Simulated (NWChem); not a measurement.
CH2ClF; SMILES FCCl

Problem. Give the equilibrium geometry at PBE0/def2-SVP (NWChem) as an XYZ file, with the point group.

Solution. point group Cs; any orientation.
```
5

F      0.3892     1.5058     0.0000
C     -0.5715     0.5650     0.0000
Cl     0.1312    -1.0629     0.0000
H     -1.1851     0.6598     0.9078
H     -1.1851     0.6598    -0.9078
```
